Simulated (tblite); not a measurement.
Species: C8H12Ge.
SMILES with atom numbers: `[CH2:1]=[CH:2][C:3]1=[CH:4][CH2:5][CH:6]=[CH:7][GeH2:8][CH2:9]1` (hydrogens: H10, H11 on C1; H12 on C2; H13 on C4; H14, H15 on C5; H16 on C6; H17 on C7; H18, H19 on Ge8; H20, H21 on C9)

Computed with GFN2-xTB (tblite), gas phase: L-BFGS steps from a force-field or distance-geometry start until the largest atomic force falls under 0.01 eV/Å.

Step 69: E = -682.2962 eV
```
atom  x, y, z in Å  |  force x, y, z in eV/Å
C1      3.1798    0.7417    0.6111    0.000   0.023  -0.008
C2      2.1871   -0.0896    0.9074    0.015  -0.013   0.007
C3      0.9082   -0.2250    0.2137    0.026   0.003   0.023
C4      0.1749   -1.3129    0.4797   -0.014   0.048   0.021
C5     -1.1738   -1.6409   -0.0886    0.016  -0.002   0.018
C6     -2.1931   -0.8679    0.6976    0.027   0.021   0.015
C7     -2.4250    0.4110    0.4323   -0.020  -0.012  -0.022
Ge8    -1.3999    1.2737   -0.9826   -0.045  -0.016  -0.002
C9      0.5356    0.8505   -0.7703    0.020  -0.032   0.008
H10     3.1447    1.4364   -0.2110   -0.020   0.000  -0.003
H11     4.0893    0.7510    1.1881   -0.013  -0.013  -0.007
H12     2.3208   -0.7746    1.7371    0.000   0.001  -0.013
H13     0.5507   -2.0170    1.2131   -0.022   0.026  -0.022
H14    -1.2348   -1.3437   -1.1397    0.037  -0.037  -0.012
H15    -1.3564   -2.7124   -0.0117   -0.011  -0.023  -0.028
H16    -2.6718   -1.3838    1.5221   -0.027   0.015  -0.021
H17    -3.1272    0.9741    1.0311    0.017  -0.006   0.003
H18    -1.8718    0.8131   -2.3460   -0.007   0.019   0.036
H19    -1.6214    2.7636   -0.9647   -0.002   0.025   0.018
H20     1.0276    1.7728   -0.4594    0.009   0.005  -0.012
H21     0.9477    0.5966   -1.7505    0.014  -0.032   0.001
```

Step 70: E = -682.2970 eV
```
atom  x, y, z in Å  |  force x, y, z in eV/Å
C1      3.1785    0.7416    0.6111   -0.002   0.032  -0.006
C2      2.1824   -0.0843    0.9106    0.027  -0.008   0.019
C3      0.9070   -0.2250    0.2126    0.031   0.004   0.002
C4      0.1753   -1.3135    0.4793   -0.024   0.044   0.026
C5     -1.1718   -1.6429   -0.0908   -0.011  -0.003   0.008
C6     -2.1922   -0.8708    0.6962    0.044   0.020   0.021
C7     -2.4244    0.4085    0.4325   -0.019  -0.015  -0.019
Ge8    -1.3999    1.2772   -0.9805   -0.028  -0.027   0.043
C9      0.5356    0.8446   -0.7775    0.014   0.001  -0.001
H10     3.1507    1.4279   -0.2187   -0.020  -0.011   0.006
H11     4.0832    0.7556    1.1958   -0.011  -0.011  -0.015
H12     2.3101   -0.7593    1.7494    0.001  -0.002  -0.015
H13     0.5503   -2.0141    1.2158   -0.023   0.015  -0.012
H14    -1.2312   -1.3445   -1.1419    0.032  -0.035  -0.005
H15    -1.3555   -2.7146   -0.0159   -0.001  -0.015  -0.026
H16    -2.6675   -1.3874    1.5231   -0.024   0.026  -0.040
H17    -3.1241    0.9718    1.0348    0.023  -0.015  -0.009
H18    -1.8691    0.8297   -2.3463   -0.028   0.011   0.011
H19    -1.6195    2.7667   -0.9447    0.000   0.029   0.010
H20     1.0344    1.7667   -0.4760    0.008  -0.003  -0.019
H21     0.9387    0.5829   -1.7600    0.010  -0.038   0.023
```

Step 71: E = -682.2977 eV
```
atom  x, y, z in Å  |  force x, y, z in eV/Å
C1      3.1773    0.7421    0.6112   -0.003   0.030   0.000
C2      2.1786   -0.0795    0.9136    0.027   0.001   0.022
C3      0.9065   -0.2249    0.2115    0.025   0.006  -0.015
C4      0.1750   -1.3130    0.4796   -0.025   0.029   0.024
C5     -1.1701   -1.6452   -0.0927   -0.027  -0.002  -0.006
C6     -2.1907   -0.8733    0.6951    0.044   0.011   0.017
C7     -2.4241    0.4059    0.4321   -0.013  -0.012  -0.013
Ge8    -1.4003    1.2802   -0.9778    0.001  -0.020   0.068
C9      0.5360    0.8390   -0.7841    0.004   0.030  -0.008
H10     3.1556    1.4199   -0.2258   -0.019  -0.013   0.008
H11     4.0774    0.7598    1.2025   -0.002  -0.005  -0.021
H12     2.3001   -0.7452    1.7604    0.007  -0.010  -0.010
H13     0.5495   -2.0108    1.2180   -0.020   0.001   0.005
H14    -1.2273   -1.3465   -1.1441    0.023  -0.030   0.002
H15    -1.3548   -2.7173   -0.0197    0.010  -0.001  -0.019
H16    -2.6642   -1.3903    1.5231   -0.021   0.029  -0.047
H17    -3.1207    0.9696    1.0381    0.020  -0.021  -0.016
H18    -1.8668    0.8455   -2.3463   -0.046   0.005  -0.010
H19    -1.6177    2.7701   -0.9257    0.004   0.021   0.003
H20     1.0410    1.7608   -0.4917    0.007  -0.009  -0.024
H21     0.9308    0.5698   -1.7683    0.004  -0.041   0.039
```

Question: Estimate the geometry and energy of step 72. (The exact step hangs on the optimiser's Hessian estimate; all steps are aligned on step 71, rigid shifts and turns removed.)

Answer: E = -682.2985 eV, largest force 0.070 eV/Å
```
atom  x, y, z in Å  |  force x, y, z in eV/Å
C1      3.1760    0.7431    0.6114   -0.006   0.017   0.009
C2      2.1751   -0.0745    0.9170    0.015   0.010   0.017
C3      0.9064   -0.2247    0.2104    0.009   0.007  -0.023
C4      0.1741   -1.3115    0.4805   -0.016   0.004   0.015
C5     -1.1688   -1.6476   -0.0948   -0.025   0.001  -0.018
C6     -2.1885   -0.8758    0.6940    0.030  -0.003   0.004
C7     -2.4241    0.4030    0.4316    0.001  -0.005  -0.005
Ge8    -1.4007    1.2830   -0.9738    0.031   0.001   0.063
C9      0.5364    0.8334   -0.7910   -0.006   0.047  -0.008
H10     3.1601    1.4115   -0.2331   -0.016  -0.010   0.008
H11     4.0716    0.7641    1.2091    0.013   0.005  -0.024
H12     2.2904   -0.7307    1.7716    0.012  -0.018  -0.003
H13     0.5479   -2.0071    1.2206   -0.018  -0.011   0.025
H14    -1.2225   -1.3489   -1.1465    0.010  -0.019   0.006
H15    -1.3538   -2.7204   -0.0246    0.022   0.017  -0.006
H16    -2.6613   -1.3926    1.5223   -0.019   0.022  -0.042
H17    -3.1168    0.9670    1.0416    0.009  -0.023  -0.017
H18    -1.8654    0.8623   -2.3462   -0.059   0.002  -0.018
H19    -1.6159    2.7738   -0.9061    0.009   0.003  -0.002
H20     1.0480    1.7547   -0.5088    0.009  -0.007  -0.026
H21     0.9230    0.5548   -1.7760   -0.005  -0.041   0.044
```

The energy changes by -0.0008 eV. The first-order estimate −F·Δx gives -0.0011 eV and the mean of the old and new forces, exact on a quadratic surface, -0.0008 eV. The step makes an angle of 83° with the force vector and moves no atom by more than 0.021 Å.

The cost below is that of the whole relaxation. Hardware: one thread of an Arm Neoverse V2 (shared host). Cost: 1.3 s wall.
